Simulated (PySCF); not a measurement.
Isomers of C6H8N2. Theory: PySCF 2.14.0, density-fitted response routines, TDDFT wB97X-D/def2-SVPD, vertical, gas phase, core orbitals frozen in the response. Geometries: PBE0-D3(BJ)/def2-SVP; one conformer of each isolated species. Triplets are in the Tamm–Dancoff approximation.

A. `CNc1cccnc1`
B. `NNc1ccccc1`
C. `NCC1=CC=NC=C1`

Lowest singlet levels (six at most, fewer where fewer were computed) with oscillator strengths:

1. 4.80 eV (f 0.047); 5.63 eV (f 0.181); 5.99 eV (f 0.005); 6.40 eV (f 0.006); 6.79 eV (f 0.371); 6.84 eV (f 0.480 summed over 2 states); T1 3.90 eV
2. 5.04 eV (f 0.007); 5.30 eV (f 0.000); 5.56 eV (f 0.027); 6.01 eV (f 0.070); 6.46 eV (f 0.057); 6.68 eV (f 0.076); T1 4.32 eV
3. 4.65 eV (f 0.063); 5.04 eV (f 0.004); 5.60 eV (f 0.275); 5.82 eV (f 0.000); 5.88 eV (f 0.001); 6.53 eV (f 0.010); T1 3.64 eV

Task: Which spectrum belongs to which structure?

Result: 1 = B, 2 = C, 3 = A.
- A: S1 at 4.65 eV, HOMO→LUMO (93%); Löwdin shares by element: HOMO carbon 38% or more, nitrogen 29% or more (atoms not listed hold the other 33%); LUMO carbon 54% or more, nitrogen 21% or more (atoms not listed hold the other 24%); HOMO -7.70 and LUMO 1.19 eV.
- B: S1 at 4.80 eV, HOMO→LUMO (88%), HOMO-1→LUMO+1 (10%); Löwdin shares by element: HOMO carbon 39% or more, nitrogen 27% or more (atoms not listed hold the other 34%); LUMO carbon 72% or more (atoms not listed hold the other 28%); HOMO -7.60 and LUMO 1.52 eV.
- C: S1 at 5.04 eV, HOMO-1→LUMO (55%), HOMO→LUMO (41%); Löwdin shares by element: HOMO nitrogen 58%, carbon 14% or more (atoms not listed hold the other 27%); LUMO carbon 44% or more, nitrogen 21% or more (atoms not listed hold the other 34%); HOMO -9.08 and LUMO 0.81 eV; point group Cs, 1 of its 6 listed states under f = 0.0005.
